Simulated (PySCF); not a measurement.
Computed IR spectrum (relative IR intensity) of a molecule C3H7FOSi. Geometry optimised at PBE-D3(BJ)/def2-SVP. The values are those of a single conformer. Level of theory: PBE-D3(BJ)/def2-SVP (PySCF). Frequencies are harmonic and unscaled.

| ν (cm⁻¹) | relative intensity |
|---|---|
| 31 | 2.9 |
| 68 | 2.2 |
| 102 | 2.2 |
| 217 | 2.3 |
| 247 | 2.6 |
| 298 | 4.4 |
| 398 | 4.6 |
| 468 | 9.8 |
| 563 | 2.7 |
| 673 | 4.1 |
| 702 | 11 |
| 755 | 93 |
| 862 | 20 |
| 877 | 33 |
| 890 | 26 |
| 967 | 10 |
| 1040 | 29 |
| 1099 | 2.7 |
| 1224 | 6.1 |
| 1333 | 11 |
| 1337 | 6.6 |
| 1398 | 3.9 |
| 1424 | 3.6 |
| 1737 | 100 |
| 2154 | 37 |
| 2177 | 60 |
| 2717 | 95 |
| 2950 | 14 |
| 2970 | 9.7 |
| 3061 | 7.9 |
| 3071 | 6.2 |

### Question
Which structure fits?
(A) C=C(C)[Si@@H](O)F
(B) C[C@@H](F)[SiH2]C=O
(C) CO/C(F)=C/[SiH3]
(D) O[Si@@H](F)C1CC1

### Answer
B, C[C@@H](F)[SiH2]C=O
